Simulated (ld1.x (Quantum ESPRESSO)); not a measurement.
**An all-electron radial function and its pseudo partner (As)**

Columns: radius, all-electron u(r) and pseudo u(r) of the 4s shell (level -14.25 eV) of arsenic in the configuration [Ar] 3d10 4s2 4p3; LDA (PZ), non-relativistic, TM semilocal scheme, ld1.x (Quantum ESPRESSO) 7.5.

```csv
r (bohr),all-electron,pseudo
0.070,-0.0494,-0.0207
0.140,-0.2333,-0.0417
0.210,-0.1108,-0.0633
0.280,0.1078,-0.0857
0.350,0.2823,-0.1093
0.420,0.3680,-0.1344
0.490,0.3697,-0.1614
0.560,0.3089,-0.1910
0.630,0.2085,-0.2238
0.700,0.0873,-0.2605
0.770,-0.0410,-0.3017
0.840,-0.1671,-0.3481
0.910,-0.2850,-0.3999
0.980,-0.3914,-0.4563
1.050,-0.4845,-0.5160
1.120,-0.5640,-0.5761
1.190,-0.6299,-0.6332
1.260,-0.6831,-0.6835
1.330,-0.7244,-0.7244
1.400,-0.7550,-0.7550
1.470,-0.7762,-0.7762
1.540,-0.7890,-0.7890
1.610,-0.7945,-0.7945
1.680,-0.7937,-0.7937
1.750,-0.7876,-0.7876
1.820,-0.7770,-0.7770
```

(1) How many radial nodes do the two functions have?

(2) At about which radius was the pseudo-wave matched?

(3) Where does each function peak?

(4) Is the pseudo-wave norm-conserving?

## Answers

(1) The all-electron 4s function has n − l − 1 = 3 (the table is too coarse to show those close to the nucleus); the pseudo-wave has 0, since the states of the same l below it are removed with the core.

(2) 1.40 bohr. The columns agree to 0.0005 from 1.26 bohr on; several derivatives are matched, so the curves merge somewhat inside the radius.

(3) Outermost all-electron maximum near 1.61 bohr, pseudo maximum near 1.61 bohr (to the table’s step).

(4) Yes: the TM semilocal scheme keeps the norm inside the radius equal to the all-electron one, which fixes the energy derivative of the logarithmic derivative at the level.
